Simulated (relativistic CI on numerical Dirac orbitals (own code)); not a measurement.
How well does a small relativistic CI reproduce N3+?

Computed by Dirac-Coulomb-Breit CI, orbitals from a KLI potential per configuration, a model potential for QED, valence Slater integrals scaled by 0.85, P86 correlation energy added to each configuration (own radial code, finite nucleus).

Configurations in the expansion (outside the closed core 1s2): 2s2, 2s 2p, 2p2, 2p 3s, 2p 3p, 2s 3s, 2s 3p, 2s 3d, 2s 4s, 2s 4p, 2s 4d, 2s 4f, 3s2, 3s 3p, 3p2. Levels of other configurations are missing.

```csv
Configuration,Term (tabulated),J,Measured (cm⁻¹),Computed,Error,Purity (%)
2s2,1S,0,0.0,0,0,94
2s 2p,3P°,0,67209.2,67806,597,100
2s 2p,3P°,1,67272.3,67865,593,100
2s 2p,3P°,2,67416.3,68003,587,100
2s 2p,1P°,1,130693.9,130862,168,100
2p2,3P,0,175535.4,177280,1744,100
2p2,3P,1,175608.1,177350,1742,100
2p2,3P,2,175732.9,177468,1735,100
2p2,1D,2,188882.5,192763,3880,99
2p2,1S,0,235369.3,235102,-267,94
2s 3s,3S,1,377284.8,376091,-1194,98
2s 3s,1S,0,388854.6,386270,-2585,96
2s 3p,1P°,1,404522.4,405438,915,92
2s 3p,3P°,0,405971.6,405605,-367,99
2s 3p,3P°,1,405987.5,405623,-364,98
2s 3p,3P°,2,406022.8,405656,-367,99
2s 3d,3D,1,420045.8,419079,-967,99
2s 3d,3D,2,420049.6,419081,-968,99
2s 3d,1D,2,429159.6,428747,-413,98
2p 3s,3P°,0,465291.8,465887,595,99
2p 3s,3P°,1,465371.0,465965,594,99
2p 3s,3P°,2,465536.6,466130,593,99
2p 3s,1P°,1,473029.3,473604,574,88
2p 3p,1P,1,480884.2,482391,1507,100
2p 3p,3D,2,484594.9,485751,1156,99
2p 3p,3D,3,484746.2,485901,1155,99
2p 3p,3P,0,494253.1,493718,-535,99
2p 3p,3P,1,494309.2,493775,-534,100
2p 3p,3P,2,494402.0,493864,-538,100
2s 4s,1S,0,495057.7,494248,-810,79
2p 3p,1D,2,499705.9,500722,1016,99
2s 4p,3P°,2,503680.4,505702,2021,100
2s 4p,3P°,1,503691.9,505688,1996,100
2s 4p,3P°,0,503699.8,505682,1982,100
2s 4p,1P°,1,507027.9,509107,2079,94
2s 4d,1D,2,514647.7,514736,89,99
2p 3p,1S,0,515569.8,519469,3900,77
2s 4f,3F°,2,516552.6,516330,-223,100
2s 4f,3F°,3,516560.8,516330,-231,100
2s 4f,3F°,4,516572.0,516331,-241,100
2s 4f,1F°,3,521862.8,516576,-5286,100
```

Measured levels from Moore, Selected Tables of Atomic Spectra, NSRDS-NBS 3, section 4; pairs were made by configuration, J and term (by order where the table uses no LS term), so strongly mixed levels may be paired wrongly.

Mean error by configuration (cm⁻¹): 2s 2p 486; 2p2 1767; 2s 3s -1889; 2s 3p -46; 2s 3d -783; 2p 3s 589; 2p 3p 891; 2s 4s -810; 2s 4p 2020; 2s 4d 89; 2s 4f -1495. Over the excited levels the mean absolute error is 1178 cm⁻¹ (40 of the 50 excited levels that our extract of the source holds in range could be paired, and the others can miss by more), and the median relative error of those above 1,000 cm⁻¹ is 0.23 %.
